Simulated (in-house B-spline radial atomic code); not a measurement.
I⁵⁺. Computed with a B-spline radial atomic code. Model: all-electron spherical atom, spin shells full or empty, radial basis limit, no spin-orbit coupling, Breit or QED, empty-state partial waves extrapolated as (l+1/2)^-4, RPA, G0W0 and static COHSEX of the highest shell as one setting changes (uncorrelated shells keep exact exchange).

Empty levels are discrete states of a finite basis, so the steps are uneven.

Given: element I; charge 5; filled core Kr; hamiltonian one-electron scalar X2C; mean-field start r2SCAN; highest l of empty states 9; nuclear rms radius 4.75 fm; lowest nl shells left uncorrelated 8; highest mean-field shell 5s; box radius 10.43 bohr.

Shell: 4d 5 5, 5s 1 1 (electrons up and down).

```json
{"highest empty level kept (hartree)": "12", "RPA correlation energy (hartree)": "-0.61487", "G0W0 level (eV)": "-74.863", "G0W0 minus most complete (meV)": "135.3", "COHSEX level (eV)": "-76.841", "linearised minus solved G0W0 (meV)": "21.3"}
{"highest empty level kept (hartree)": "24", "RPA correlation energy (hartree)": "-0.67691", "G0W0 level (eV)": "-74.934", "G0W0 minus most complete (meV)": "64.1", "COHSEX level (eV)": "-77.024", "linearised minus solved G0W0 (meV)": "21.8"}
{"highest empty level kept (hartree)": "42", "RPA correlation energy (hartree)": "?", "G0W0 level (eV)": "?", "G0W0 minus most complete (meV)": "?", "COHSEX level (eV)": "?", "linearised minus solved G0W0 (meV)": "?"}
{"highest empty level kept (hartree)": "72", "RPA correlation energy (hartree)": "-0.73295", "G0W0 level (eV)": "-74.985", "G0W0 minus most complete (meV)": "12.9", "COHSEX level (eV)": "-77.19", "linearised minus solved G0W0 (meV)": "22.1"}
{"highest empty level kept (hartree)": "120", "RPA correlation energy (hartree)": "-0.74102", "G0W0 level (eV)": "-74.993", "G0W0 minus most complete (meV)": "4.4", "COHSEX level (eV)": "-77.219", "linearised minus solved G0W0 (meV)": "22.2"}
{"highest empty level kept (hartree)": "216", "RPA correlation energy (hartree)": "-0.74424", "G0W0 level (eV)": "-74.997", "G0W0 minus most complete (meV)": "1.1", "COHSEX level (eV)": "-77.23", "linearised minus solved G0W0 (meV)": "22.2"}
{"highest empty level kept (hartree)": "360", "RPA correlation energy (hartree)": "-0.74484", "G0W0 level (eV)": "-74.997", "G0W0 minus most complete (meV)": "0.5", "COHSEX level (eV)": "-77.234", "linearised minus solved G0W0 (meV)": "22.2"}
{"highest empty level kept (hartree)": "720", "RPA correlation energy (hartree)": "?", "G0W0 level (eV)": "?", "G0W0 minus most complete (meV)": "?", "COHSEX level (eV)": "?", "linearised minus solved G0W0 (meV)": "?"}
{"highest empty level kept (hartree)": "1440", "RPA correlation energy (hartree)": "-0.74527", "G0W0 level (eV)": "-74.998", "G0W0 minus most complete (meV)": "0", "COHSEX level (eV)": "-77.236", "linearised minus solved G0W0 (meV)": "22.2"}
{"highest empty level kept (hartree)": "3000", "RPA correlation energy (hartree)": "-0.74531", "G0W0 level (eV)": "-74.998", "G0W0 minus most complete (meV)": "0", "COHSEX level (eV)": "-77.236", "linearised minus solved G0W0 (meV)": "22.2"}
{"highest empty level kept (hartree)": "7200", "RPA correlation energy (hartree)": "-0.74532", "G0W0 level (eV)": "-74.998", "G0W0 minus most complete (meV)": "0", "COHSEX level (eV)": "-77.236", "linearised minus solved G0W0 (meV)": "22.2"}
{"highest empty level kept (hartree)": "24000", "RPA correlation energy (hartree)": "-0.74532", "G0W0 level (eV)": "-74.998", "G0W0 minus most complete (meV)": "0", "COHSEX level (eV)": "-77.236", "linearised minus solved G0W0 (meV)": "22.2"}
```

**Question.** What follows for highest empty level kept = 720?

**Answer.** RPA correlation energy -0.7451 hartree; G0W0 level -74.998 eV; G0W0 minus most complete 0.2 meV; COHSEX level -77.235 eV; linearised minus solved G0W0 22.2 meV.

**Question.** What follows for highest empty level kept = 42?

**Answer.** RPA correlation energy -0.71018 hartree; G0W0 level -74.966 eV; G0W0 minus most complete 31.5 meV; COHSEX level -77.123 eV; linearised minus solved G0W0 22 meV.
